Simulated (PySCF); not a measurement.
The same groups moved round the core (propene cyano+silyl). Isolated molecules, 0 K electronic values unless said otherwise. One relaxed conformer stands for each flexible species; it need not be the lowest. Strings in code marks are SMILES.

Computed with PySCF with PBE-D3(BJ)/def2-TZVP // B3LYP-D3(BJ)/def2-TZVP. All candidates: neutral, multiplicity 1. Excitations are Tamm–Dancoff values on a coarser integration grid. The basis has no diffuse functions, so Rydberg states are missing or too high.

```json
{
 "brightest of the four lowest singlets (TDA)": "5.80 eV",
 "LUMO": "-2.59 eV",
 "T1 excitation (TDA)": "3.52 eV"
}
```

Task: Name which member has these values.
(A) `N#C/C=C\C[SiH3]`
(B) `C/C=C(\[SiH3])C#N`
(C) `N#CC/C=C/[SiH3]`
(D) `N#CC/C=C\[SiH3]`

Result: B, `C/C=C(\[SiH3])C#N`. The others give `N#CC/C=C/[SiH3]`: 6.54 eV, -1.92 eV, 4.33 eV; `N#C/C=C\C[SiH3]`: 5.74 eV, -2.38 eV, 3.58 eV; `N#CC/C=C\[SiH3]`: 6.51 eV, -1.96 eV, 4.28 eV
